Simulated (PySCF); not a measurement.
## Calculated data, CH₅BGeN, BGeH₃NO

Computed with PySCF 2.14.0. Calculation on a computer-drawn molecule: optimised geometry and harmonic frequencies of an isolated molecule of the commonest isotopes, restricted reference for singlets and unrestricted otherwise, frozen core in MP2; on germanium a core potential holds 10 electrons, which the energies leave out, and 3d is frozen in MP2 and coupled-cluster steps.

Common to all runs: basis cc-pVDZ; basis and core potential on germanium cc-pVDZ-PP ECP10MDF.

(1) CH₅BGeN

Start structure:
```xyz
9
CH5BGeN
N     -2.3247     2.1213     0.6360
B     -1.6815     1.4641    -0.2649
C     -0.9212     0.6378    -1.2884
Ge    -0.7960    -1.1141    -0.5404
H     -2.8674     2.6066     1.2725
H      0.1151     1.0352    -1.4162
H     -1.4064     0.6709    -2.2751
H     -0.2630    -1.0047     0.9135
H     -2.3063    -1.5830    -0.1418
```

| Item | Value |
| --- | --- |
| charge | 0 |
| multiplicity | 2 |
| method | HF |
| rotational constants | 16.42, 1.919, 1.775 GHz |
| total energy | -413.2828 hartree |
| spin squared | 0.7537 |
| convergence status largest gradient component | 2.983e-05 hartree/bohr |

Drawn bonds:
```
atom  other atom  order
   1           2      2
   2           3      1
   3           4      1
   1           5      1
   3           6      1
   3           7      1
   4           8      1
   4           9      1
```

Optimised structure:
```xyz
9
CH5BGeN
N     -2.3690     2.2927     0.5739
B     -1.7442     1.5823    -0.2128
C     -0.9642     0.6611    -1.1779
Ge    -0.8200    -1.1985    -0.5005
H     -2.8667     2.8726     1.1935
H      0.0458     1.0479    -1.3299
H     -1.4603     0.6325    -2.1505
H     -0.0601    -1.2316     0.8340
H     -2.2127    -1.8248    -0.3348
```

Modes:
```
frequency (cm⁻¹)  reduced mass (dalton)
           120.6                  5.534
             124                  1.112
           355.3                  2.351
           435.9                  9.921
           452.3                   1.15
           492.3                  1.183
           526.8                  1.089
           592.8                  1.969
           729.1                  1.549
           843.5                  1.601
           880.6                  3.058
           919.9                   1.03
            1138                  1.088
            1189                  1.474
            1514                  1.095
            2110                  7.553
            2187                  1.022
            2197                  1.025
            3208                  1.059
            3263                  1.103
            4101                  1.101
```

(2) CH₅BGeN

Start structure:
```xyz
9
CH5BGeN
N     -1.6362    -0.0486    -1.4143
B     -0.4811    -0.0310    -0.8592
C      0.8787    -0.0260    -0.1784
Ge     1.3712    -0.8433     1.5129
H     -2.4209     0.0174    -1.8499
H      1.7174     0.3641    -0.7571
H      0.1445    -1.5069     2.1005
H      2.4034    -1.9320     1.2412
H      1.9248     0.1619     2.3444
```

| Property | Result |
| --- | --- |
| charge | 0 |
| multiplicity | 2 |
| method | HF |
| rotational constants | 22.98, 1.712, 1.625 GHz |
| total energy | -413.2686 hartree |
| spin squared | 0.7814 |
| convergence status largest gradient component | 2.418e-05 hartree/bohr |

Drawn bonds:
```
atom  other atom  order
   1           2      2
   2           3      1
   3           4      1
   1           5      1
   3           6      1
   4           7      1
   4           8      1
   4           9      1
```

Optimised structure:
```xyz
9
CH5BGeN
N     -1.5852    -0.0236    -1.3815
B     -0.4559    -0.0329    -0.8850
C      0.9206    -0.0599    -0.2488
Ge     1.3501    -0.8745     1.4713
H     -2.4817    -0.0113    -1.7872
H      1.7367     0.4121    -0.7900
H      0.0945    -1.4997     2.0785
H      2.4193    -1.9525     1.2675
H      1.9033     0.1979     2.4152
```

Modes:
```
frequency (cm⁻¹)  reduced mass (dalton)
           43.65                  1.198
           126.5                  5.065
           358.9                  1.882
           428.8                  8.363
           446.6                  1.169
           466.9                   1.28
             492                  1.504
           538.5                  1.558
           655.7                  1.401
           732.6                  2.193
           917.1                  1.197
           961.2                   1.02
           961.9                  1.183
           973.5                  1.583
            1218                  1.568
            2056                  7.933
            2214                  1.024
            2228                  1.022
            2248                  1.015
            3303                  1.086
            4096                  1.101
```

(3) BGeH₃NO

Start structure:
```xyz
7
BGeH3NO
N     -1.2731     3.2496     0.4845
B     -0.8791     2.2911    -0.2243
O     -0.7865     1.2633    -1.1198
Ge    -0.5769     0.3471    -2.5951
H     -1.1720     3.9074     1.2904
H      0.7161    -0.4168    -2.1177
H     -1.8190    -0.7188    -2.2536
```

| Property | Result |
| --- | --- |
| charge | 0 |
| multiplicity | 2 |
| method | HF |
| rotational constants | 36.46, 1.91, 1.832 GHz |
| total energy | -449.1611 hartree |
| spin squared | 0.7539 |
| convergence status largest gradient component | 5.352e-06 hartree/bohr |

Drawn bonds:
```
atom  other atom  order
   1           2      2
   2           3      1
   3           4      1
   1           5      1
   4           6      1
   4           7      1
```

Optimised structure:
```xyz
7
BGeH3NO
N     -1.2345     3.1521     0.4344
B     -0.6870     2.2275    -0.1737
O     -0.1190     1.2428    -0.8398
Ge    -0.5937     0.3559    -2.3397
H     -1.6148     3.8800     0.9730
H      0.4679    -0.7388    -2.4696
H     -2.0094    -0.1964    -2.1202
```

Modes:
```
frequency (cm⁻¹)  reduced mass (dalton)
           66.18                  1.296
           107.8                  7.296
           231.3                  1.361
           312.1                  1.331
           501.4                  5.688
             538                  3.958
           615.6                  3.274
           699.6                  1.338
           775.3                  1.083
           908.1                  1.029
            1162                  9.979
            2164                  2.526
            2193                  1.415
            2223                  1.027
            4121                    1.1
```

(4) BGeH₃NO

Start structure:
```xyz
7
BGeH3NO
N     -1.2345     3.1521     0.4344
B     -0.6870     2.2275    -0.1737
O     -0.1190     1.2428    -0.8398
Ge    -0.5937     0.3559    -2.3397
H     -1.6148     3.8800     0.9730
H      0.4679    -0.7388    -2.4696
H     -2.0094    -0.1964    -2.1202
```

| Quantity | Value |
| --- | --- |
| charge | 0 |
| multiplicity | 2 |
| method | MP2 |
| rotational constants | 28.32, 1.972, 1.863 GHz |
| total energy | -449.6612 hartree |
| spin squared | 0.7541 |
| convergence status largest gradient component | 2.176e-05 hartree/bohr |

Drawn bonds:
```
atom  other atom  order
   1           2      2
   2           3      1
   3           4      1
   1           5      1
   4           6      1
   4           7      1
```

Optimised structure:
```xyz
7
BGeH3NO
N     -1.2058     3.2215     0.3300
B     -0.6339     2.2204    -0.1894
O      0.0358     1.2387    -0.8180
Ge    -0.5914     0.3784    -2.3189
H     -1.7585     3.7438     0.9785
H      0.3960    -0.7890    -2.4919
H     -2.0327    -0.0907    -2.0259
```

Modes:
```
frequency (cm⁻¹)  reduced mass (dalton)
            78.5                  1.282
             102                  6.751
           173.8                  1.405
           240.6                  1.485
           468.6                  3.786
           479.7                  3.274
           592.1                  2.935
           656.9                  1.422
             726                   1.08
           858.7                   1.03
            1057                  9.985
            2019                  7.843
            2127                  1.026
            2175                  1.026
            3896                  1.097
```

(5) BGeH₃NO

Start structure:
```xyz
7
BGeH3NO
N      0.8989     1.5193    -0.9090
B      0.3592     1.0235     0.0185
Ge    -0.5718     0.4107     1.6898
O     -0.1524     1.0157     3.1670
H      1.3783     1.8596    -1.7771
H     -1.5524    -0.7290     1.9551
H      0.3832     1.7378     3.5104
```

| Property | Result |
| --- | --- |
| charge | 1 |
| multiplicity | 1 |
| method | HF |
| rotational constants | 17.02, 2.521, 2.195 GHz |
| total energy | -448.8690 hartree |
| convergence status largest gradient component | 3.807e-05 hartree/bohr |

Drawn bonds:
```
atom  other atom  order
   1           2      2
   2           3      1
   3           4      1
   1           5      1
   3           6      1
   4           7      1
```

Optimised structure:
```xyz
7
BGeH3NO
N      0.9031     1.4983    -0.9186
B      0.3588     1.0736     0.0775
Ge    -0.5439     0.3710     1.7348
O     -0.1932     1.0348     3.2576
H      1.3471     1.8440    -1.7371
H     -1.5584    -0.7308     1.8628
H      0.4295     1.7466     3.3776
```

Modes:
```
frequency (cm⁻¹)  reduced mass (dalton)
             123                  4.821
             208                  3.227
           346.5                  6.019
           465.2                  1.424
           469.2                  10.18
           634.3                   1.07
           701.2                  1.232
           742.1                   1.24
             768                   1.05
           860.1                   6.42
             943                  1.237
            2160                  7.294
            2383                  1.022
            3990                  1.111
            4072                  1.069
```

(6) BGeH₃NO

Start structure:
```xyz
7
BGeH3NO
N      0.9031     1.4983    -0.9186
B      0.3588     1.0736     0.0775
Ge    -0.5439     0.3710     1.7348
O     -0.1932     1.0348     3.2576
H      1.3471     1.8440    -1.7371
H     -1.5584    -0.7308     1.8628
H      0.4295     1.7466     3.3776
```

| Quantity | Value |
| --- | --- |
| charge | 1 |
| multiplicity | 1 |
| method | MP2 |
| rotational constants | 16.92, 2.476, 2.16 GHz |
| total energy | -449.3825 hartree |
| convergence status largest gradient component | 3.774e-05 hartree/bohr |

Drawn bonds:
```
atom  other atom  order
   1           2      2
   2           3      1
   3           4      1
   1           5      1
   3           6      1
   4           7      1
```

Optimised structure:
```xyz
7
BGeH3NO
N      0.9139     1.5076    -0.9345
B      0.3497     1.0665     0.0919
Ge    -0.5456     0.3684     1.7303
O     -0.2121     1.0217     3.3031
H      1.3667     1.8598    -1.7677
H     -1.5672    -0.7373     1.8818
H      0.4376     1.7507     3.3497
```

Modes:
```
frequency (cm⁻¹)  reduced mass (dalton)
           108.7                  5.018
           174.6                  3.494
           304.7                  7.027
           440.7                  1.452
           468.2                  10.15
           616.7                  1.194
           636.4                  1.189
           645.1                  1.066
           729.1                  1.052
           816.6                   11.4
           929.7                  1.132
            1891                  7.554
            2310                  1.022
            3751                  1.075
            3756                  1.098
```
